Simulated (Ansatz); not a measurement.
A made-up structure of H₂SeO, closed shell:

```xyz
4
angstrom
O 0.4532 0.9154 -0.0004
Se -0.2850 -0.5375 0.7633
H 0.5055 -1.7286 0.2769
H -0.0982 0.9175 -0.7984
```

It is relaxed with PBE-D4/def2-SVP and then PBE0-D4/def2-TZVP (Ansatz 0.2.0). Atoms count as bonded within 1.22 times the sum of their covalent radii (H–H: 0.88 Å). The end point is not checked to be a true minimum.

Task: Does its bonding change? (A judgement: the text doesn't fix the answer.)

Result: The calculation gives: No: no bond forms or breaks.

Where it ends: The first stage lowers the energy by 0.12 eV in 6 steps. It ends as H₂SeO ([OH][SeH]):
```json
{"atom": "O1", "x (Å)": "0.4368", "y (Å)": "0.8198", "z (Å)": "-0.0130"}
{"atom": "Se2", "x (Å)": "-0.3199", "y (Å)": "-0.5698", "z (Å)": "0.8446"}
{"atom": "H3", "x (Å)": "0.5179", "y (Å)": "-1.6252", "z (Å)": "0.2381"}
{"atom": "H4", "x (Å)": "-0.0594", "y (Å)": "0.9420", "z (Å)": "-0.8284"}
```

Labels in which every atom is bracketed show which atoms are joined, not bond orders.

For scale, one of the runs: PBE0-D4/def2-TZVP relaxation, 91 basis functions, launched by `ansatz run in.yaml --threads 2 --pin off --events-out ev --progress --plain --max-ram 4352MiB`. The run took about 7.5 s on 2 CPU threads of an Arm Neoverse V1 (shared host).
